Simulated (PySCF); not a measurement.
Compound: 6-methylquinoxaline, C9H8N2.
Atom-mapped SMILES: `[CH3:1][c:2]1[cH:3][cH:4][c:5]2[n:6][cH:7][cH:8][n:9][c:10]2[cH:11]1` (hydrogens: H12, H13, H14 on C1; H15 on C3; H16 on C4; H17 on C7; H18 on C8; H19 on C11)

Structure used (PBE0-D3(BJ)/def2-SVP), in Å, numbered top down from 1:
```xyz
19
C9H8N2 angstrom
C     -3.1520   -0.3533   -0.1364
C     -1.6867   -0.0520   -0.0438
C     -1.2605    1.2892    0.1814
C      0.0686    1.6178    0.2726
C      1.0596    0.6127    0.1427
N      2.3712    0.9383    0.2334
C      3.2304   -0.0411    0.1038
C      2.8234   -1.3828   -0.1209
N      1.5639   -1.7276   -0.2128
C      0.6484   -0.7356   -0.0831
C     -0.7324   -1.0389   -0.1719
H     -3.6161    0.1965   -0.9711
H     -3.3361   -1.4250   -0.2908
H     -3.6777   -0.0447    0.7814
H     -2.0187    2.0709    0.2828
H      0.4027    2.6427    0.4449
H      4.2975    0.2020    0.1739
H      3.5778   -2.1723   -0.2236
H     -1.0066   -2.0820   -0.3449
```

Computed, not measured: PBE0-D3(BJ)/def2-SVP geometry optimisation, gas phase in PySCF.

Take the most abundant isotopes and a rigid rotor. 

**Question.** What are A, B and C (MHz)?

**Answer.** Ia = 176.19, Ib = 586.57, Ic = 759.60 u·Å²; 505379 MHz·u·Å²/I gives A = 2868, B = 861.6, C = 665.3 MHz.

**Question.** Classify the top.

**Answer.** An asymmetric top: κ = (2 × 861.6 − 2868 − 665.3)/(2868 − 665.3) = -0.82.

**Question.** Is it planar, by Δ = Ic − Ia − Ib?

**Answer.** Not planar: Δ = Ic − Ia − Ib = -3.16 u·Å². For a rigid frame Δ = −2 Σ m c², so Σ m c² = 1.58 u·Å² lies off the ab plane, practically all of it from hydrogen. The atom farthest from that plane is 0.90 Å away.

**Question.** Give the other two planar moments, Paa and Pbb, and the rms extents of the mass along the axes.

**Answer.** Paa = Σ m a² = (Ib + Ic − Ia)/2 = 584.99 and Pbb = Σ m b² = (Ia + Ic − Ib)/2 = 174.61 u·Å². With the mass M = 144.07 u, the rms extents √(P/M) along a, b and c are 2.02, 1.10, 0.10 Å.

**Question.** List the rotational levels J(Ka,Kc) to J = 3 (cm⁻¹).

**Answer.** Above 0(0,0):
J = 1: 1(0,1) 0.0509, 1(1,1) 0.1179, 1(1,0) 0.1244
J = 2: 2(0,2) 0.1523, 2(1,2) 0.2132, 2(1,1) 0.2328, 2(2,1) 0.4336, 2(2,0) 0.4341
J = 3: 3(0,3) 0.3033, 3(1,3) 0.3559, 3(1,2) 0.3951, 3(2,2) 0.5864, 3(2,1) 0.5887, 3(3,1) 0.9378, 3(3,0) 0.9378
Those of J = 1 are B + C, A + C and A + B.

**Question.** Which types of transition are allowed, and where do some lines up to J = 2 fall?

**Answer.** The dipole components are |μa| = 1.16 D, |μb| = 0.05 D, |μc| = 0.00 D; the mirror of this Cs structure is the ab plane, so μc vanishes by symmetry and there are no c-type lines. Intensities carry the squares of the components, which stand as 1.00 : 0.00 (a : b). Some lines, for components of 0.1 D or more:

```
type  branch         J(Ka,Kc)   MHz  lower level (cm⁻¹)
   a       Q  2(1,1) ← 2(1,2)   589               0.213
   a       R  1(0,1) ← 0(0,0)  1527               0.000
   a       R  2(1,2) ← 1(1,1)  2858               0.118
   a       R  2(0,2) ← 1(0,1)  3040               0.051
   a       R  2(1,1) ← 1(1,0)  3250               0.124
```

**Question.** Estimate the classical rotational partition function at 50 K, 100 K and 200 K.

**Answer.** Point group Cs, symmetry number σ = 1; q = (√π/σ)·√((kT/h)³/(ABC)), k/h = 20836.6 MHz/K: 46500 at 50 K, 131000 at 100 K, 372000 at 200 K.

No frequency check. Constants of a rigid frame at the computed geometry: no zero-point averaging, no centrifugal distortion. A rigid rotor knows nothing of internal rotation, which can split or shift real lines. Quadrupole hyperfine structure (14N) is left out.
